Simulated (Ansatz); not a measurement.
Basis-set extrapolation for C3H9NSi (`C=NC[SiH2]C`) (PBE0-D4/def2-TZVP geometry, frozen core, the Gaussian-basis code of Ansatz). Multiplicity 1, RHF reference.

```
                      def2-TZVPP   def2-QZVPP
                 HF  -462.283174  -462.300326
    MP2 correlation    -0.842306    -0.897632
CCSD(T) correlation    -0.933980      not run
```

Energies in hartree. Use E(X) = E(∞) + A·exp(−7.88·√X) for Hartree–Fock and E(X) = E(∞) + B·X^(−2.97) for correlation, with X = 3 and 4, and add CCSD(T) minus MP2 of the smaller set to the MP2 limit.

Task: What is the CCSD(T) energy at the basis-set limit?

Result: HF limit: -462.300326 + (-0.017152) × 0.13774 = -462.30269. MP2 limit: -0.897632 + (-0.055326) × 0.74074 = -0.93861. Higher-order term: -0.933980 − (-0.842306) = -0.09167. Total: -463.33297 hartree, 3.15 eV below CCSD(T)/def2-TZVPP.
